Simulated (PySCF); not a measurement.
## 15N chemical shifts

PySCF 2.14.0 with density-fitted response routines calculation with shieldings: GIAO PBE0/pcSseg-1 and geometry: GFN2-xTB; non-relativistic Hamiltonian, rapidly exchanging positions averaged, no solvent, a single conformation.

Shieldings were converted by a linear fit to measured shifts: 15N: δ = -148.07 − 0.921σ (rms 6.3 ppm, 71 shifts vs CH3NO2, solution or neat liquid). Occasional misses reach two or three times the rms, and more in compound classes unlike the fitted ones.

**Question.** Give the 15N shifts of `C#CCNC`, `[SiH3]N/N=C/C1CCCC1`, `Cc1pcccc1C#N`, `C#CCN(C)[SiH2]N(C)C`, `NC[C@H]1C=N1`, `[SiH3]N1CCCN1C1CC1`.

**Answer.** 
```tsv
compound	environment	δ (ppm)
C#CCNC	amine nitrogen	-352.5
[SiH3:1][NH:2]/[N:3]=[CH:4]/[CH:5]1[CH2:6][CH2:7][CH2:8][CH2:9]1	N3: imine nitrogen	-55.2
[SiH3:1][NH:2]/[N:3]=[CH:4]/[CH:5]1[CH2:6][CH2:7][CH2:8][CH2:9]1	N2: nitrogen bonded to O or N	-295.8
Cc1pcccc1C#N	nitrile nitrogen	-94.4
[CH:1]#[C:2][CH2:3][N:4]([CH3:5])[SiH2:6][N:7]([CH3:8])[CH3:9]	N4: nitrogen bonded to 2 C, Si	-363.7
[CH:1]#[C:2][CH2:3][N:4]([CH3:5])[SiH2:6][N:7]([CH3:8])[CH3:9]	N7: nitrogen bonded to 2 C, Si	-374.0
[NH2:1][CH2:2][C@H:3]1[CH:4]=[N:5]1	N5: imine nitrogen	-63.7
[NH2:1][CH2:2][C@H:3]1[CH:4]=[N:5]1	N1: amine nitrogen	-364.6
[SiH3:1][N:2]1[CH2:3][CH2:4][CH2:5][N:6]1[CH:7]1[CH2:8][CH2:9]1	N6: nitrogen bonded to O or N	-272.9
[SiH3:1][N:2]1[CH2:3][CH2:4][CH2:5][N:6]1[CH:7]1[CH2:8][CH2:9]1	N2: nitrogen bonded to O or N	-305.6
```
